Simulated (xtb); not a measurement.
xtb input (GFN2-xTB):

```bash
xtb mol.xyz --gfn 2 --sp --chrg 1 --uhf 0
```
mol.xyz:
```
3

La     0.54756850     0.07415752     0.04164280
Cl    -1.01611750     1.37219974    -1.44442643
Cl    -0.81984747    -1.62084554     1.30480056
```

Output:

```
           -------------------------------------------------
          |                Calculation Setup                |
           -------------------------------------------------

           -------------------------------------------------
          |                 G F N 2 - x T B                 |
           -------------------------------------------------

        Reference                      10.1021/acs.jctc.8b01176
      * Hamiltonian:
        H0-scaling (s, p, d)           1.850000    2.230000    2.230000
        zeta-weighting                 0.500000
      * Dispersion:
        s8                             2.700000
        a1                             0.520000
        a2                             5.000000
        s9                             5.000000
      * Repulsion:
        kExp                           1.500000    1.000000
        rExp                           1.000000
      * Coulomb:
        alpha                          2.000000
        third order                    shell-resolved
        anisotropic                    true
        a3                             3.000000
        a5                             4.000000
        cn-shift                       1.200000
        cn-exp                         4.000000
        max-rad                        5.000000

          ...................................................
          :                      SETUP                      :
          :.................................................:
          :  # basis functions                  30          :
          :  # atomic orbitals                  27          :
          :  # shells                            9          :
          :  # electrons                        16          :
          :  max. iterations                   250          :
          :  Hamiltonian                  GFN2-xTB          :
          :  restarted?                      false          :
          :  GBSA solvation                  false          :
          :  PC potential                    false          :
          :  electronic temp.          300.0000000     K    :
          :  accuracy                    1.0000000          :
          :  -> integral cutoff          0.2500000E+02      :
          :  -> integral neglect         0.1000000E-07      :
          :  -> SCF convergence          0.1000000E-05 Eh   :
          :  -> wf. convergence          0.1000000E-03 e    :
          :  Broyden damping             0.4000000          :
          :  net charge                          1          :
          :  unpaired electrons                  0          :
          ...................................................

 iter      E             dE          RMSdq      gap      omega  full diag
   1      8.5622827  0.856228E+01  0.749E+01    3.13       0.0  T
   2     -8.5354187 -0.170977E+02  0.366E+01   19.08       1.0  T
   3     -8.8565805 -0.321162E+00  0.257E+01   13.54       1.0  T
   4     -8.8166119  0.399685E-01  0.266E+01   14.43       1.0  T
   5     -9.2841249 -0.467513E+00  0.179E+01    6.62       1.0  T
   6      8.3326259  0.176168E+02  0.716E+01    2.87       1.0  T
   7      7.1941393 -0.113849E+01  0.664E+01    1.56       1.0  T
   8      4.3043467 -0.288979E+01  0.598E+01    0.38       1.0  T
   9      3.1723604 -0.113199E+01  0.572E+01    0.26       1.0  T
  10      6.6141292  0.344177E+01  0.651E+01    1.12       1.0  T
  11      6.0354216 -0.578708E+00  0.637E+01    0.82       1.0  T
  12      6.0515094  0.160878E-01  0.638E+01    0.83       1.0  T
  13      1.8972902 -0.415422E+01  0.542E+01    0.20       1.0  T
  14     -5.1760096 -0.707330E+01  0.351E+01    0.07       1.0  T
  15     -8.8643658 -0.368836E+01  0.181E+01    0.13       1.0  T
  16     -9.9393781 -0.107501E+01  0.108E+01    0.97       1.0  T
  17     -9.3998289  0.539549E+00  0.178E+01    5.40       1.0  T
  18     -9.4072350 -0.740607E-02  0.171E+01    5.35       1.0  T
  19     -9.7245405 -0.317305E+00  0.135E+01    3.10       1.0  T
  20     -9.8015517 -0.770112E-01  0.126E+01    2.57       1.0  T
  21     -9.7435995  0.579522E-01  0.133E+01    2.98       1.0  T
  22     -9.8486241 -0.105025E+00  0.117E+01    2.22       1.0  T
  23     -9.8038448  0.447793E-01  0.123E+01    2.57       1.0  T
  24     -9.8221484 -0.183036E-01  0.119E+01    2.45       1.0  T
  25     -9.7658730  0.562755E-01  0.124E+01    2.88       1.0  T
  26     -9.8291710 -0.632980E-01  0.114E+01    2.43       1.0  T
  27     -9.8353823 -0.621126E-02  0.113E+01    2.40       1.0  T
  28     -9.8543304 -0.189481E-01  0.109E+01    2.25       1.0  T
  29     -9.8602410 -0.591057E-02  0.108E+01    2.20       1.0  T
  30     -9.8657202 -0.547923E-02  0.107E+01    2.16       1.0  T
  31     -9.8675233 -0.180307E-02  0.106E+01    2.15       1.0  T
  32     -9.8683608 -0.837529E-03  0.106E+01    2.15       1.0  T
  33     -9.8650015  0.335931E-02  0.105E+01    2.19       1.0  T
  34     -9.8616817  0.331982E-02  0.103E+01    2.25       1.0  T
  35     -9.8664381 -0.475644E-02  0.949E+00    2.30       1.0  T
  36     -9.8838731 -0.174350E-01  0.875E+00    2.18       1.0  T
  37     -9.8922541 -0.838100E-02  0.836E+00    2.12       1.0  T
  38     -9.9177400 -0.254859E-01  0.748E+00    1.84       1.0  T
  39     -9.9249681 -0.722817E-02  0.704E+00    1.75       1.0  T
  40     -9.9382782 -0.133101E-01  0.611E+00    1.52       1.0  T
  41     -9.9341673  0.411091E-02  0.599E+00    1.65       1.0  T
  42     -9.9336777  0.489563E-03  0.598E+00    1.66       1.0  T
  43     -9.9334801  0.197667E-03  0.598E+00    1.67       1.0  T
  44     -9.9403255 -0.684541E-02  0.561E+00    1.49       1.0  T
  45     -9.9360985  0.422699E-02  0.587E+00    1.61       1.0  T
  46     -9.9353759  0.722571E-03  0.593E+00    1.63       1.0  T
  47     -9.9329569  0.241902E-02  0.614E+00    1.68       1.0  T
  48     -9.9344938 -0.153685E-02  0.616E+00    1.64       1.0  T
  49     -9.9328176  0.167611E-02  0.635E+00    1.68       1.0  T
  50     -9.9338318 -0.101419E-02  0.633E+00    1.66       1.0  T
  51     -9.9339345 -0.102706E-03  0.626E+00    1.67       1.0  T
  52     -9.9407590 -0.682443E-02  0.505E+00    1.54       1.0  T
  53     -9.9423802 -0.162126E-02  0.354E+00    1.57       1.0  T
  54     -9.9444809 -0.210063E-02  0.183E+00    1.55       1.0  T
  55     -9.9452912 -0.810365E-03  0.766E-01    1.52       1.0  T
  56     -9.9455329 -0.241713E-03  0.274E-01    1.50       1.0  T
  57     -9.9455804 -0.474461E-04  0.925E-02    1.49       1.0  T
  58     -9.9455888 -0.841415E-05  0.265E-02    1.48       2.2  T
  59     -9.9455896 -0.809991E-06  0.585E-03    1.48       9.9  T
  60     -9.9455896 -0.349421E-07  0.230E-03    1.47      25.1  T
  61     -9.9455897 -0.999747E-08  0.239E-04    1.48     242.0  T
  62     -9.9455897 -0.441780E-10  0.702E-05    1.48     822.4  T

   *** convergence criteria satisfied after 62 iterations ***

         #    Occupation            Energy/Eh            Energy/eV
      -------------------------------------------------------------
         1        2.0000           -1.2855642             -34.9820
         2        2.0000           -1.2730221             -34.6407
         3        2.0000           -0.7775563             -21.1584
         4        2.0000           -0.6471302             -17.6093
         5        2.0000           -0.6448305             -17.5467
         6        2.0000           -0.6410891             -17.4449
         7        2.0000           -0.6351958             -17.2846
         8        2.0000           -0.6327006             -17.2167 (HOMO)
         9                         -0.5784831             -15.7413 (LUMO)
        10                         -0.5669505             -15.4275
        11                         -0.5661600             -15.4060
        12                         -0.5642203             -15.3532
        13                         -0.5634717             -15.3328
       ...                                ...                  ...
        27                          0.2677646               7.2862
      -------------------------------------------------------------
                  HL-Gap            0.0542174 Eh            1.4753 eV
             Fermi-level           -0.6055587 Eh          -16.4781 eV

 SCC (total)                   0 d,  0 h,  0 min,  0.010 sec
 SCC setup                      ...        0 min,  0.000 sec (  0.628%)
 Dispersion                     ...        0 min,  0.000 sec (  0.151%)
 classical contributions        ...        0 min,  0.000 sec (  0.107%)
 integral evaluation            ...        0 min,  0.001 sec (  6.999%)
 iterations                     ...        0 min,  0.009 sec ( 82.650%)
 molecular gradient             ...        0 min,  0.001 sec (  8.584%)
 printout                       ...        0 min,  0.000 sec (  0.787%)

         :::::::::::::::::::::::::::::::::::::::::::::::::::::
         ::                     SUMMARY                     ::
         :::::::::::::::::::::::::::::::::::::::::::::::::::::
         :: total energy              -9.940473409953 Eh    ::
         :: gradient norm              0.020020329700 Eh/a0 ::
         :: HOMO-LUMO gap              1.475331591441 eV    ::
         ::.................................................::
         :: SCC energy                -9.945589618858 Eh    ::
         :: -> isotropic ES            0.097357657945 Eh    ::
         :: -> anisotropic ES         -0.001598640099 Eh    ::
         :: -> anisotropic XC         -0.008750951893 Eh    ::
         :: -> dispersion             -0.002582634985 Eh    ::
         :: repulsion energy           0.005116208905 Eh    ::
         :: add. restraining           0.000000000000 Eh    ::
         :: total charge               1.000000000001 e     ::
         :::::::::::::::::::::::::::::::::::::::::::::::::::::

           -------------------------------------------------
          |                Property Printout                |
           -------------------------------------------------

    * Orbital Energies and Occupations

         #    Occupation            Energy/Eh            Energy/eV
      -------------------------------------------------------------
         1        2.0000           -1.2855642             -34.9820
         2        2.0000           -1.2730221             -34.6407
         3        2.0000           -0.7775563             -21.1584
         4        2.0000           -0.6471302             -17.6093
         5        2.0000           -0.6448305             -17.5467
         6        2.0000           -0.6410891             -17.4449
         7        2.0000           -0.6351958             -17.2846
         8        2.0000           -0.6327006             -17.2167 (HOMO)
         9                         -0.5784831             -15.7413 (LUMO)
        10                         -0.5669505             -15.4275
        11                         -0.5661600             -15.4060
        12                         -0.5642203             -15.3532
        13                         -0.5634717             -15.3328
        14                         -0.5366733             -14.6036
        15                         -0.2066391              -5.6229
        16                         -0.1855445              -5.0489
        17                         -0.1844809              -5.0200
        18                         -0.1840174              -5.0074
        19                         -0.1835065              -4.9935
       ...                                ...                  ...
        27                          0.2677646               7.2862
      -------------------------------------------------------------
                  HL-Gap            0.0542174 Eh            1.4753 eV
             Fermi-level           -0.6055587 Eh          -16.4781 eV

     #   Z          covCN         q      C6AA      α(0)
Note: The following floating-point exceptions are signalling: IEEE_UNDERFLOW_FLAG IEEE_DENORMAL
normal termination of xtb
     1  57 La       1.414     0.763  1826.657   162.660
     2  17 Cl       0.707     0.118    95.384    14.938
     3  17 Cl       0.707     0.118    95.384    14.938

 Mol. C6AA /au·bohr⁶  :       3608.880544
 Mol. C8AA /au·bohr⁸  :     641712.591800
 Mol. α(0) /au        :        192.535250

Wiberg/Mayer (AO) data.
largest (>0.10) Wiberg bond orders for each atom

 ---------------------------------------------------------------------------
     #   Z sym  total        # sym  WBO       # sym  WBO       # sym  WBO
 ---------------------------------------------------------------------------
     1  57 La   2.337 --     3 Cl   1.168     2 Cl   1.168
     2  17 Cl   1.587 --     1 La   1.168     3 Cl   0.418
     3  17 Cl   1.587 --     1 La   1.168     2 Cl   0.418
 ---------------------------------------------------------------------------

Topologies differ in total number of bonds
Writing topology from bond orders to xtbtopo.mol

molecular dipole:
                 x           y           z       tot (Debye)
 q only:        0.379       0.051       0.029
   full:        0.537       0.073       0.041       1.382
molecular quadrupole (traceless):
                xx          xy          yy          xz          yz          zz
 q only:       -0.227       0.124       0.350       0.346      -2.587      -0.123
  q+dip:       -0.200       0.210       0.449       0.524      -3.801      -0.249
   full:       -0.277      -0.032       0.171       0.023      -0.385       0.106

           -------------------------------------------------
          | TOTAL ENERGY               -9.940473409953 Eh   |
          | GRADIENT NORM               0.020020329700 Eh/α |
          | HOMO-LUMO GAP               1.475331591441 eV   |
           -------------------------------------------------

------------------------------------------------------------------------
------------------------------------------------------------------------
 total:
 SCF:
```

The spin state was set by rule; other spins were not relaxed.
